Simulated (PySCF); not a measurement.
F2In (SMILES [F][In][F]), doublet, geometry from GFN2-xTB (such geometries of metal compounds can be far from the true shape) (the spin is typed, not shown lowest) (core potentials on In), with bond 2-1 at 1.3 times its length; B3LYP/def2-SVP in PySCF.

The PySCF input:
```python
from pyscf import gto, scf, dft

mol = gto.Mole()
mol.atom = '''
    In    0.215837    0.085784    0.066130
    F    -1.068035    1.546465   -1.905570
    F    -0.403356   -1.676431    1.090519
'''
mol.basis = 'def2-svp'
mol.ecp = {'In': 'def2-svp'}
mol.charge = 0
mol.spin = 1
mol.verbose = 4
mol.build()

mf = dft.UKS(mol)
mf.xc = 'b3lyp'
mf.diis = False
mf.damp = 0.6
mf.diis_start_cycle = 200
mf.max_cycle = 150
mf.kernel()
mf.analyze()
```

Predict the main parts of the log of this PySCF run.


```
PySCF version 2.14.0

[INPUT] verbose = 4
[INPUT] num. atoms = 3
[INPUT] num. electrons = 39
[INPUT] charge = 0
[INPUT] spin (= nelec alpha-beta = 2S) = 1
[INPUT] symmetry False subgroup None
[INPUT] Mole.unit = angstrom
[INPUT] Symbol           X                Y                Z      unit          X                Y                Z       unit  Magmom
[...]
nuclear repulsion = 92.6943517473612
number of shells = 22
number of NR pGTOs = 109
number of NR cGTOs = 54
basis = def2-svp
ecp = {'In': 'def2-svp'}

******** <class 'pyscf.dft.uks.UKS'> ********
method = UKS
initial guess = minao
damping factor = 0.6
level_shift factor = 0
DIIS disabled
SCF conv_tol = 1e-09
SCF conv_tol_grad = None
SCF max_cycles = 150
direct_scf = True
direct_scf_tol = 1e-13
number electrons alpha = 20  beta = 19
XC library pyscf.dft.libxc version 7.1.2
    S. Lehtola, C. Steigemann, M. J. T. Oliveira, and M. A. L. Marques,  SoftwareX 7, 1–5 (2018)
XC functionals = b3lyp
    P. J. Stephens, F. J. Devlin, C. F. Chabalowski, and M. J. Frisch,  J. Phys. Chem. 98, 11623 (1994)
radial grids:
    Treutler-Ahlrichs [JCP 102, 346 (1995); DOI:10.1063/1.469408] (M4) radial grids

becke partition: Becke, JCP 88, 2547 (1988); DOI:10.1063/1.454033
pruning grids: <function nwchem_prune>
grids dens level: 3
symmetrized grids: False
atomic radii adjust function: <function treutler_atomic_radii_adjust>
small_rho_cutoff = 0
Set gradient conv threshold to 3.16228e-05
tot grids = 50400
init E= -368.505158963201

cycle= 1 E= -389.161772466524  delta_E= -20.7  |g|= 1.14  |ddm|= 8.57

cycle= 2 E= -389.243683615793  delta_E= -0.0819  |g|= 0.972  |ddm|= 1.71
cycle= 3 E= -389.350837795233  delta_E= -0.107  |g|= 0.834  |ddm|= 1.32
cycle= 4 E= -389.417790623219  delta_E= -0.067  |g|= 0.719  |ddm|= 1.37
cycle= 5 E= -389.431761079492  delta_E= -0.014  |g|= 0.711  |ddm|= 1.23
cycle= 6 E= -389.426020146084  delta_E= 0.00574  |g|= 0.702  |ddm|= 1.24
cycle= 7 E= -389.433420027373  delta_E= -0.0074  |g|= 0.708  |ddm|= 1.22
cycle= 8 E= -389.424585916554  delta_E= 0.00883  |g|= 0.704  |ddm|= 1.22
cycle= 9 E= -389.432852114487  delta_E= -0.00827  |g|= 0.709  |ddm|= 1.22
cycle= 10 E= -389.42458163854  delta_E= 0.00827  |g|= 0.704  |ddm|= 1.22
cycle= 11 E= -389.433268919209  delta_E= -0.00869  |g|= 0.709  |ddm|= 1.22
cycle= 12 E= -389.425315024261  delta_E= 0.00795  |g|= 0.704  |ddm|= 1.22
cycle= 13 E= -389.434155084245  delta_E= -0.00884  |g|= 0.707  |ddm|= 1.22
[...]
SCF not converged.
[...]
**** SCF Summaries ****
Total Energy =                        -389.530910711949275
Nuclear Repulsion Energy =              92.694351747361225
One-electron Energy =                 -799.443698865567512
Two-electron Energy =                  317.218436406257013
Two-electron Coulomb Energy =          354.986555461665091
DFT Exchange-Correlation Energy =      -37.768119055408100
**** MO energy ****
                             alpha | beta                alpha | beta
[...]
spin_pop of  0 In 4s        0.00021
spin_pop of  0 In 5s        0.33327
spin_pop of  0 In 6s        0.00098
spin_pop of  0 In 7s        0.00049
spin_pop of  0 In 4px       0.00015
spin_pop of  0 In 4py       0.00006
spin_pop of  0 In 4pz       0.00012
spin_pop of  0 In 5px       0.00029
spin_pop of  0 In 5py       0.00001
spin_pop of  0 In 5pz       0.00008
spin_pop of  0 In 6px       0.00044
spin_pop of  0 In 6py       0.01135
spin_pop of  0 In 6pz       0.01836
spin_pop of  0 In 7px      -0.00368
spin_pop of  0 In 7py       0.00033
spin_pop of  0 In 7pz       0.00288
spin_pop of  0 In 4dxy      0.00957
spin_pop of  0 In 4dyz     -0.00091
spin_pop of  0 In 4dz^2    -0.00094
spin_pop of  0 In 4dxz      0.00293
spin_pop of  0 In 4dx2-y2    0.00018
spin_pop of  0 In 5dxy      0.00011
spin_pop of  0 In 5dyz      0.00066
spin_pop of  0 In 5dz^2     0.00088
spin_pop of  0 In 5dxz      0.00056
spin_pop of  0 In 5dx2-y2   -0.00014
spin_pop of  1 F 1s       -0.00000
spin_pop of  1 F 2s        0.00102
spin_pop of  1 F 3s       -0.00041
spin_pop of  1 F 2px       0.08835
spin_pop of  1 F 2py       0.00248
spin_pop of  1 F 2pz       0.04957
spin_pop of  1 F 3px       0.00006
spin_pop of  1 F 3py       0.00009
spin_pop of  1 F 3pz      -0.00010
spin_pop of  1 F 3dxy     -0.00000
spin_pop of  1 F 3dyz     -0.00000
spin_pop of  1 F 3dz^2     0.00000
spin_pop of  1 F 3dxz      0.00005
spin_pop of  1 F 3dx2-y2    0.00003
spin_pop of  2 F 1s       -0.00000
spin_pop of  2 F 2s        0.00102
spin_pop of  2 F 3s        0.00190
spin_pop of  2 F 2px       0.06851
spin_pop of  2 F 2py       0.32133
spin_pop of  2 F 2pz       0.08673
spin_pop of  2 F 3px      -0.00024
spin_pop of  2 F 3py       0.00099
spin_pop of  2 F 3pz       0.00025
spin_pop of  2 F 3dxy      0.00002
spin_pop of  2 F 3dyz      0.00006
spin_pop of  2 F 3dz^2     0.00000
spin_pop of  2 F 3dxz      0.00001
spin_pop of  2 F 3dx2-y2    0.00004
In total            20.00000 | 19.00000
Dipole moment(X, Y, Z, Debye):  4.79888, -4.82406,  6.86112
```

The run did not converge; its last values are not results.
